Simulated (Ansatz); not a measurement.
Consider the formal exchange of groups at the Se–C bond: `B[Se]C` + `C=C` → `B[Se]C=C` + CH₄.

Gas-phase electronic energies from Ansatz, PBE0-D4/def2-TZVP geometries. CBS: MP2 limit from def2 TZ/QZ plus the TZ coupled-cluster correction, frozen cores. This one scheme is used for every species. DFT in def2-TZVPP. B3LYP here is the variant with VWN-RPA as its local correlation; programs differ in this. HSE06 is defined as in plane-wave codes. For Se outer-core shells are correlated without core-valence functions, which leaves a few kJ/mol of doubt a bond. Scalar relativity is left out up to krypton. One conformer a species, not always the lowest.

`B[Se]C`:

```xyz
8

B     1.047   -0.319   -1.262
Se   -0.523   -1.008   -0.481
C    -0.845    0.229    0.992
H     1.569    0.655   -0.812
H     1.468   -0.908   -2.208
H    -0.060    0.982    0.997
H    -0.840   -0.329    1.926
H    -1.817    0.698    0.849
```

`C=C`:

Z-matrix (Å, degrees):
```
C
C 1 1.323
H 1 1.085 2 121.7
H 1 1.085 2 121.7 3 -180.0
H 2 1.085 1 121.7 3 -0.0
H 2 1.085 1 121.7 3 -180.0
```

`B[Se]C=C`:

Cartesian coordinates in Å:
```
B -2.140 -0.246 0.472
Se -0.928 0.178 -0.914
C 0.739 0.049 -0.011
C 1.899 0.265 -0.612
H -1.734 -0.498 1.564
H -3.295 -0.243 0.184
H 0.663 -0.217 1.038
H 2.828 0.181 -0.059
H 1.968 0.531 -1.661
```

CH₄:

```xyz
5

C     0.000    0.000    0.000
H    -0.388    0.854    0.554
H     1.020    0.208   -0.321
H    -0.626   -0.181   -0.874
H    -0.007   -0.882    0.640
```

| level | ΔE (kcal/mol) | difference from CCSD(T)/CBS |
| --- | --- | --- |
| B3LYP-D4 | -4.7 | -0.7 |
| HSE06-D4 | -4.8 | -0.8 |
| CAM-B3LYP-D4 | -4.2 | -0.2 |
| ωB97X-V | -3.9 | 0.1 |
| PBE | -4.9 | -0.9 |
| HSE06 | -4.4 | -0.4 |
| CCSD(T)/def2-SVP | -4.3 | -0.3 |
| MP2/def2-QZVPP | -5.2 | -1.2 |
| SCS-MP2/def2-QZVPP | -4.4 | -0.4 |
| CCSD/CBS(def2) | -3.5 | 0.5 |
| CCSD(T)/CBS | -4.0 | 0 |

Largest T1 diagnostic among the species: 0.013.

From BLYP to BHLYP (50 % exact exchange), in def2-TZVPP and without D4, ΔE moves by +0.9 kcal/mol. The D4 term adds −0.7 kcal/mol with B3LYP and −0.4 kcal/mol with PBE0; it sums over pairs of atoms, weighted by their polarisabilities, and B3LYP, whose exchange is more repulsive, gets the larger term.
